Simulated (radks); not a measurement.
Values are calculated unless marked as measured or tabulated.
Question: The mean radii <r> (bohr) of the occupied orbitals of an atom or ion are listed with their occupations. Code: a radial shooting solver on a logarithmic mesh with Libxc functionals. Model: Dirac Kohn-Sham, PBE, spin-unpolarised, spherical densities, point nucleus.

| orbital | occ. | <r> |
|---|---|---|
| 1s1/2 | 2 | 0.01932 |
| 2s1/2 | 2 | 0.08123 |
| 2p1/2 | 2 | 0.06740 |
| 2p3/2 | 4 | 0.07502 |
| 3s1/2 | 2 | 0.2121 |
| 3p1/2 | 2 | 0.2020 |
| 3p3/2 | 4 | 0.2162 |
| 3d3/2 | 4 | 0.1898 |
| 3d5/2 | 6 | 0.1942 |
| 4s1/2 | 2 | 0.4779 |
| 4p1/2 | 2 | 0.4851 |
| 4p3/2 | 4 | 0.5177 |
| 4d3/2 | 4 | 0.5411 |
| 4d5/2 | 6 | 0.5526 |
| 5s1/2 | 2 | 1.167 |
| 5p1/2 | 2 | 1.300 |
| 5p3/2 | 4 | 1.403 |
| 4f5/2 | 6 | 0.7094 |
| 4f7/2 | 8 | 0.7237 |
| 7f5/2 | 0.428571 | 14.91 |
| 7f7/2 | 0.571429 | 14.91 |

Name the element and its charge. Open shells, if any, are shared by 2j + 1.

Answer: Z = 71, lutetium, charge +2: Lu2+ in [Xe] 4f14 7f1. The 1s radius gives Z: for a bare nucleus <r> = (2 gamma + 1)/(2Z) with gamma = sqrt(1 - (Z/c)^2), 0.01909 bohr for Z = 71, and screening makes it slightly larger (0.01932 here). The occupations add up to 69, and the charge is Z minus that.
